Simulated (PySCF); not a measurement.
M06-L on B⁻ (boron, charge -1), [He] 2s2 2p2, high-spin 3P determinant. Computed with PySCF 2.14 in aug-cc-pVTZ (5s4p3d2f, 46 functions), with no relativity, point nucleus.

```
cycle= 1 E= -24.6606564783512  delta_E= -0.00359  |g|= 0.0159  |ddm|= 0.311
cycle= 2 E= -24.6604980654373  delta_E= 0.000158  |g|= 0.024  |ddm|= 0.148
cycle= 3 E= -24.6611692346917  delta_E= -0.000671  |g|= 0.00291  |ddm|= 0.0849
cycle= 4 E= -24.6612036446232  delta_E= -3.44e-05  |g|= 0.00331  |ddm|= 0.0496
cycle= 5 E= -24.6612197536364  delta_E= -1.61e-05  |g|= 0.000482  |ddm|= 0.0113
cycle= 6 E= -24.6612215300629  delta_E= -1.78e-06  |g|= 0.000391  |ddm|= 0.00743
cycle= 7 E= -24.6612225563872  delta_E= -1.03e-06  |g|= 0.000164  |ddm|= 0.0088
cycle= 8 E= -24.6612226220353  delta_E= -6.56e-08  |g|= 1.15e-05  |ddm|= 0.0014
cycle= 9 E= -24.6612226222314  delta_E= -1.96e-10  |g|= 1.6e-06  |ddm|= 8.26e-05
converged SCF energy = -24.6612226222314  <S^2> = 2.0082303  2S+1 = 3.0054819
```

Highest occupied orbital energy: 1.924 eV; ⟨L²⟩ = 2.01; populations by l: s 4.00, p 2.00, d 0.00, f 0.00.

Question: Can this result be used?

Answer: With care. Self-consistency was reached. At M06-L the highest occupied level has a positive energy, so only the finite basis holds that electron; in a semilocal or global hybrid functional this comes from self-interaction and does not mean that the real anion is unbound.
